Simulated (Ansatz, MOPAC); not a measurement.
System: C₅H₁₁O (charge 0, doublet). SMILES: CCC[C@H](C)[O]

Atoms: C1, C2, C3, C4, C5, O6, H7, H8, H9, H10, H11, H12, H13, H14, H15, H16, H17. Bonds: C1-C2, C1-H7, C1-H8, C1-H9, C2-C3, C2-H10, C2-H11, C3-C4, C3-H12, C3-H13, C4-C5, C4-O6, C4-H14, C5-H15, C5-H16, C5-H17.

Bond lengths (Å) and angles (degrees) optimised at AM1 with MOPAC; PM3 with MOPAC; PM6 with MOPAC; PM7 with MOPAC; MNDO with MOPAC; HF/3-21G with Ansatz (a quantum-chemistry and plane-wave program), each started from the B3LYP-D3(BJ)/def2-TZVP structure (Ansatz) of the last column. A row stands for all coordinates that are equal there; 11 of 37 kinds are shown. No wavenumbers were computed at MNDO, HF/3-21G, so these may be saddle points.

| coordinate | AM1 | PM3 | PM6 | PM7 | MNDO | HF/3-21G | B3LYP-D3(BJ)/def2-TZVP |
|---|---|---|---|---|---|---|---|
| C1-C2 | 1.507 | 1.512 | 1.526 | 1.528 | 1.532 | 1.540 | 1.526 |
| C1-H7 | 1.117 | 1.098 | 1.096 | 1.096 | 1.109 | 1.085 | 1.093 |
| C1-H8 | 1.116 | 1.097 | 1.093 to 1.096 | 1.093 to 1.096 | 1.109 | 1.084 | 1.091 |
| C2-C3 | 1.512 | 1.519 | 1.533 | 1.531 | 1.540 | 1.538 | 1.524 |
| C2-H10 | 1.116 to 1.123 | 1.098 to 1.108 | 1.097 to 1.111 | 1.096 to 1.109 | 1.108 to 1.114 | 1.083 | 1.092 |
| C2-H11 | 1.122 | 1.108 | 1.107 | 1.106 | 1.114 | 1.086 | 1.095 |
| C3-C4 | 1.530 | 1.541 | 1.543 | 1.542 | 1.565 | 1.532 | 1.538 |
| C3-H12 | 1.120 | 1.108 | 1.105 | 1.104 | 1.114 | 1.085 | 1.094 |
| C1-C2-C3 | 111.5 | 111.3 | 111.7 | 110.9 | 114.4 | 112.0 | 112.8 |
| C2-C3-C4 | 111.1 to 111.6 | 110.9 to 112.5 | 111.6 to 112.5 | 110.8 to 111.9 | 112.5 to 115.4 | 112.1 to 113.3 | 113.7 |
| C3-C4-O6 | 112.6 | 114.0 | 112.9 | 112.0 | 112.9 | 110.2 | 113.0 |

A range marks coordinates that this level makes unequal.

Mean signed difference of all 16 bond lengths from B3LYP-D3(BJ)/def2-TZVP: AM1 0.015 Å, PM3 0.004 Å, PM6 0.007 Å, PM7 0.005 Å, MNDO 0.017 Å, HF/3-21G 0.000 Å.
